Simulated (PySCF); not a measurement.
B3LYP has the VWN-RPA correlation part, as in Gaussian. Excitations are Tamm–Dancoff values on a coarser integration grid. The basis has no diffuse functions, so Rydberg states are missing or too high.

Cartesian coordinates (Å):
```xyz
9

C     -0.9393    -0.3052    -0.0269
C      0.2333     0.6475     0.1197
Se     1.8864     0.0296    -0.7764
H     -1.1699    -0.4878    -1.0766
H     -0.7269    -1.2675     0.4414
H     -1.8289     0.1121     0.4540
H      0.4763     0.8388     1.1628
H      0.0297     1.6071    -0.3554
H      2.0393    -1.1746     0.0574
```
Charge 0, spin multiplicity 1.

**Question.** Estimate the LUMO, S1–T1 gap (TDA), T1 excitation (TDA), HOMO–LUMO gap and dipole moment that PySCF with B3LYP-D3(BJ)/def2-TZVP returns for this input.

**Answer.** 
```json
{
 "LUMO": "-0.18 eV",
 "S1–T1 gap (TDA)": "0.48 eV",
 "T1 excitation (TDA)": "4.33 eV",
 "HOMO–LUMO gap": "6.06 eV",
 "dipole_moment": "1.57 D"
}
```
